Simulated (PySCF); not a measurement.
HO4Re, SMILES [O]=[Re](=[O])(=[O])[OH], multiplicity 1.

Coordinates come from a PBE0-D3(BJ)/def2-SVP optimisation. A frequency run showed that this geometry is not a minimum. The spin state was assumed, not searched. The isomer is the one that the SMILES or the coordinates give; other isomers of the formula were not compared. The def2 effective core potentials stand for the cores of Re; spin–orbit coupling is left out. The values are those of a single conformer.

Computed with PBE/def2-TZVP in PySCF.

Gas-phase values at a fixed geometry.

Computed frontier levels, gap, dipole moment and polarisability:
```json
{
 "highest_occupied_level": "-7.89 eV",
 "lowest_empty_level": "-3.13 eV",
 "orbital_gap": "4.75 eV",
 "dipole_moment": "4.19 D",
 "quadrupole, principal values (traceless, Buckingham form, about the centre of nuclear charge)": "-6.27, -6.27, 12.54 D·Å",
 "mean_static_polarisability": "47.4 bohr³ (7.02 Å³)",
 "polarisability_principal_values": "46.8, 46.8, 48.4 bohr³"
}
```
